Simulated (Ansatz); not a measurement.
Gas-phase electronic energies from Ansatz, PBE0-D4/def2-TZVP geometries. CCSD(T)/CBS adds triple-zeta CCSD(T) − MP2 to the extrapolated MP2 energy (def2 sets, frozen cores). Functionals use def2-TZVPP. B3LYP here is the variant with VWN-RPA as its local correlation; programs differ in this. One conformer a species, not always the lowest.

`C=CCB(C)F` → `C=C(C)B(C)F`  (isomerisation)

Is it downhill or uphill in electronic energy at CCSD(T)/CBS, and by how much? (Estimate.)

Ansatz gave: Downhill: ΔE = -3.2 kcal/mol.

What do these levels give: revPBE-D4, BLYP-D4, PBE0-D4, B3LYP-D4, r2SCAN0-D4, BHLYP-D4, revPBE, r2SCAN, B3LYP, RPA@PBE/def2-TZVPP, MP2/def2-TZVPP, HF/CBS(def2)? (Best estimate.)

Ansatz gave: revPBE-D4 -3.2, BLYP-D4 -3.5, PBE0-D4 -3.1, B3LYP-D4 -3.4, r2SCAN0-D4 -3.2, BHLYP-D4 -3.5, revPBE -2.4, r2SCAN -3.2, B3LYP -3.0, RPA@PBE/def2-TZVPP -3.6, MP2/def2-TZVPP -3.3, HF/CBS(def2) -3.0 kcal/mol.

Largest T1 diagnostic among the species: 0.012.

Leaving LDA and LC-ωPBE aside and taking each functional with its dispersion term where it has one, the values, not all of them listed here, spread over 0.5 kcal/mol, from B97M-V to HSE06-D4.
